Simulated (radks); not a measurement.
Valence configurations of the erbium ion Er2+ (all share [Xe]). Method: scalar-relativistic Kohn-Sham, LDA (Slater exchange, Perdew-Wang correlation), spin-unpolarised, spherical densities, point nucleus; computed with a radial shooting solver on a logarithmic mesh with Libxc functionals. Energies are relative to 4f12; eigenvalues in eV.

valence           E (eV)    e(4f)    e(5d)    e(6p)    e(6s)
4f12               0.000  -17.755        -        -        -
4f10 5d2          17.852  -31.338  -17.040        -        -
4f9 5d2 6p1       42.401  -43.498  -21.671  -13.834        -
4f10 6p2          31.096  -39.735        -  -14.788        -
4f11 6p1          11.098  -28.104        -  -12.920        -
4f11 6s0.5 6p0.5   8.535  -27.441        -  -12.588  -17.703
4f10 5d1 6p1      23.748  -35.468  -19.986  -13.417        -
4f11 6s1           5.981  -26.770        -        -  -17.318
4f8 5d2 6p2       77.733  -56.644  -26.508  -15.576        -
4f11 5d1           6.360  -24.129  -15.402        -        -

NIST lists [Xe] 4f12 as the ground configuration; this level of theory agrees among the configurations tried. The energies are those of spherical spin-averaged densities, not of single terms.
